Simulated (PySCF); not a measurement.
## [Au3O]+, singlet: molecular constants

Method: PySCF, PBE0, basis O def2-SVP, Au def2-SVP with ECP60 (scalar-relativistic core potentials, no spin–orbit coupling, density fitting).

The structure is a minimum.

```xyz
4
charge 1 multiplicity 1, angstrom
O     0.0000    0.0000   -0.5403
Au    1.9536    0.0000    0.0145
Au   -0.9768    1.6918    0.0145
Au   -0.9768   -1.6918    0.0145
```

```
Point group                                                                   : C3v
Bond lengths                                                                  : O–Au 2.031 Å (×3)
Bond angles                                                                   : Au–O–Au 112.8° (×3)
Zero-point energy                                                             : 8.7 kJ/mol
Rotational symmetry number                                                    : 3
Highest occupied level                                                        : -12.10 eV
Rotational constants                                                          : 0.01489, 0.01489, 0.007475 cm⁻¹
Heat capacity Cp at 298.15 K                                                  : 75.4 J/(mol K)
Principal polarisabilities                                                    : 53.0, 90.6, 90.6 bohr³
Lowest empty level                                                            : -8.67 eV
Dipole moment about the centre of mass                                        : 1.36 D
Entropy at 298.15 K and 1 bar                                                 : 392.4 J/(mol K)
Enthalpy at 298.15 K above 0 K                                                : 18.82 kJ/mol
Principal quadrupole moments (Buckingham, traceless) about the centre of mass : -22.06, 11.03, 11.03 D Å
```

Harmonic modes (masses in u: O 15.995, Au 196.967):
```json
{"symmetry": "e", "ω (cm⁻¹)": "39", "IR (km/mol, summed over degenerate members)": "0.0", "μ (u)": "160.35"}
{"symmetry": "a1", "ω (cm⁻¹)": "71", "IR (km/mol, summed over degenerate members)": "3.4", "μ (u)": "60.65"}
{"symmetry": "a1", "ω (cm⁻¹)": "270", "IR (km/mol, summed over degenerate members)": "13.4", "μ (u)": "20.16"}
{"symmetry": "e", "ω (cm⁻¹)": "519", "IR (km/mol, summed over degenerate members)": "133", "μ (u)": "16.78"}
```

In C3v the vibrations span 2e + 2a1.

Charges (e):
```csv
atom,Mulliken,Löwdin,polar tensor,Mayer order to O1
O1,-0.67,-0.18,-0.83,–
"Au2,3,4",0.56,0.39,0.61,0.69
```

Mulliken populations on O1: s 3.91, p 4.75, d 0.01.

Outer orbital energies (eV). occupied: -13.67, -13.64, -13.56, -13.56, -13.50, -12.15, -12.10, -12.10; empty: -8.67, -7.34, -7.34, -4.02.

This need not be the most stable arrangement of these atoms. No spin–orbit coupling is included, which matters more the heavier the element.

The final relaxation and frequency run took of the order of 120 core-seconds on a shared host.
